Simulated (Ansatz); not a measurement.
Calculated with Ansatz (gas phase, PBE0-D4/def2-TZVP geometries, no zero-point term in ΔE). CBS: MP2 limit from def2 TZ/QZ plus the TZ coupled-cluster correction, frozen cores. This one scheme is used for every species, atoms too. Functionals use def2-TZVPP. B3LYP here is the variant with VWN-RPA as its local correlation; programs differ in this. HSE06 is defined as in plane-wave codes. No spin–orbit coupling; open shells (•) take unrestricted orbitals. Spin–orbit coupling would lower the free atoms: a little for Al, F, Si. One conformer a species, not always the lowest.

`[NH2][Al]([F])[SiH3]` → Al• + F• + 5 H• + N• + Si•  (atomization)

| level | ΔE (kJ/mol) | difference from CCSD(T)/CBS |
| --- | --- | --- |
| LDA (SPW92) | 3302.9 | 335.7 |
| PBE-D4 | 2956.2 | -11.0 |
| revPBE-D4 | 2890.3 | -76.9 |
| BLYP-D4 | 2943.1 | -24.1 |
| r2SCAN-D4 | 2947.1 | -20.1 |
| B97M-V | 2962.8 | -4.4 |
| PBE0-D4 | 2910.8 | -56.4 |
| B3LYP-D4 | 2950.4 | -16.8 |
| r2SCANh-D4 | 2927.3 | -39.9 |
| r2SCAN0-D4 | 2899.0 | -68.2 |
| HSE06-D4 | 2912.0 | -55.2 |
| BHLYP-D4 | 2878.3 | -88.9 |
| ωB97X-V | 2972.4 | 5.2 |
| B2PLYP | 2920.1 | -47.1 |
| PBE-QIDH | 2902.9 | -64.3 |
| PBE | 2941.4 | -25.8 |
| revPBE | 2850.0 | -117.2 |
| BLYP | 2911.3 | -55.9 |
| r2SCAN | 2943.5 | -23.7 |
| PBE0 | 2898.0 | -69.2 |
| B3LYP | 2926.3 | -40.9 |
| r2SCAN0 | 2894.6 | -72.6 |
| BHLYP | 2858.1 | -109.1 |
| CAM-B3LYP | 2956.4 | -10.8 |
| LC-ωPBE | 2933.6 | -33.6 |
| HF/def2-SVP | 2130.8 | -836.4 |
| MP2/def2-SVP | 2761.4 | -205.8 |
| CCSD/def2-SVP | 2717.6 | -249.6 |
| CCSD(T)/def2-SVP | 2739.6 | -227.6 |
| HF/def2-TZVPP | 2154.3 | -812.9 |
| MP2/def2-TZVPP | 2904.4 | -62.8 |
| SCS-MP2/def2-TZVPP | 2913.9 | -53.3 |
| CCSD/def2-TZVPP | 2839.9 | -127.3 |
| CCSD(T)/def2-TZVPP | 2875.5 | -91.7 |
| HF/def2-QZVPP | 2163.5 | -803.7 |
| MP2/def2-QZVPP | 2960.2 | -7.0 |
| SCS-MP2/def2-QZVPP | 2976.7 | 9.5 |
| HF/CBS(def2) | 2164.8 | -802.4 |
| MP2/CBS(def2) | 2996.1 | 28.9 |
| CCSD/CBS(def2) | 2931.6 | -35.6 |
| CCSD(T)/CBS | 2967.2 | 0 |

Largest T1 diagnostic among the species: 0.018.

At CCSD(T), def2-SVP lies −227.6 kJ/mol from the extrapolated value and def2-TZVPP −91.7 kJ/mol: correlation converges slowly with the basis, and small sets miss more of it in the bonded molecule than in its fragments. The D4 term adds +24.1 kJ/mol with B3LYP and +12.7 kJ/mol with PBE0; it sums over pairs of atoms, weighted by their polarisabilities, and B3LYP, whose exchange is more repulsive, gets the larger term. Leaving LDA and LC-ωPBE aside and taking each functional with its dispersion term where it has one, the values spread over 94.1 kJ/mol, from BHLYP-D4 to ωB97X-V. LDA lies +361.6 kJ/mol from PBE without D4, its usual overbinding.

For atomizations the MP2-based limit and the directly extrapolated one differ by several kJ/mol either way, and by 10 to 25 for some Ge, Se and Sn compounds, so smaller differences from it don't rank the levels.
